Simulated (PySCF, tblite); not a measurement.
`CC[C@H]1[C@@H]2CCC[C@H]1C2`. Structure optimised with GFN2-xTB, isolated species.

```
atom  x, y, z in Å
C1     2.9516   -0.7441   -0.1013
C2     1.8308   -0.7007    0.9317
C3     0.4695   -0.5013    0.2799
C4    -0.7092   -0.3158    1.2545
C5    -2.0005   -0.6727    0.5226
C6    -2.2482    0.3002   -0.6413
C7    -0.9479    0.8428   -1.2552
C8     0.1502    0.9281   -0.1982
C9    -0.4612    1.1984    1.1846
H10    3.9138   -0.8892    0.3844
H11    2.9894    0.1858   -0.6637
H12    2.7926   -1.5602   -0.8031
H13    2.0273    0.1017    1.6442
H14    1.8154   -1.6416    1.4889
H15    0.3233   -1.2804   -0.4734
H16   -0.6426   -0.8059    2.2271
H17   -2.8511   -0.6368    1.2071
H18   -1.9209   -1.6983    0.1536
H19   -2.8352    1.1421   -0.2712
H20   -2.8482   -0.1872   -1.4114
H21   -1.1406    1.8262   -1.6902
H22   -0.6053    0.1899   -2.0618
H23    0.9788    1.5576   -0.5244
H24   -1.3245    1.8563    1.2386
H25    0.2816    1.5291    1.9068
```

Task: Which two atoms are farthest apart?

Result: H10···H19, 7.08 Å; the next longest distance is 7.03 Å.

Task: Work out the bond lengths C1–H10, C2–H13, C2–H14, C4–C5, C7–H21, C8–C9, C8–H23, C9–H25 in Å.

Result: For C1–H10 the difference vector is (0.9622, -0.1451, 0.4857) Å, of length 1.0876 Å. C1–H10 1.088; C2–H13 1.091; C2–H14 1.094; C4–C5 1.527; C7–H21 1.092; C8–C9 1.536; C8–H23 1.091; C9–H25 1.088 Å.

Task: How far apart are these pairs, which share no bond: C1···C7, C2···H10, C2···H17, C4···H19, H13···H25, H15···H19, H19···H25?

Result: C1···C7 4.365 Å (4 bonds apart); C2···H10 2.162 Å (2 bonds apart); C2···H17 4.690 Å (4 bonds apart); C4···H19 2.996 Å (3 bonds apart); H13···H25 2.270 Å (5 bonds apart); H15···H19 3.986 Å (5 bonds apart); H19···H25 3.822 Å (5 bonds apart).

Task: What is the repulsion energy of the bare nuclei, Σ ZA·ZB/RAB?

Result: 488.60 Eh over 300 pairs, with full nuclear charges and distances in bohr; the largest single term is 12.51 Eh (C2 with C3, or a pair equal to it).

Task: What are the angles C2–C1–H12, C2–C1–H11, C5–C4–H16, C6–C7–H22?

Result: From the scalar product of the two bond vectors; for C2–C1–H12 it is -0.5822 Å² over 1.5248 × 1.0880 Å², cos θ = -0.3509. C2–C1–H12 110.5°; C2–C1–H11 110.6°; C5–C4–H16 112.0°; C6–C7–H22 110.4°.

Task: Where is the centre of mass (commonest isotopes), and what is the radius of gyration?

Result: Mass 124.125 u; centre at (-0.086, 0.030, 0.210) Å; Rg = √(Σ m r²/M) = 2.064 Å. As Ia + Ib + Ic = 2 Σ m r², the three principal moments sum to 1057.3 u·Å².

Its GFN2-xTB frequencies are all real (lowest 84 cm⁻¹). The numbers are those of one conformer. 2 starts were optimised and ended at 0.00 and 2.29 kcal/mol (GFN2-xTB); the lowest of these is shown.

The numbers are calculated, not measured.
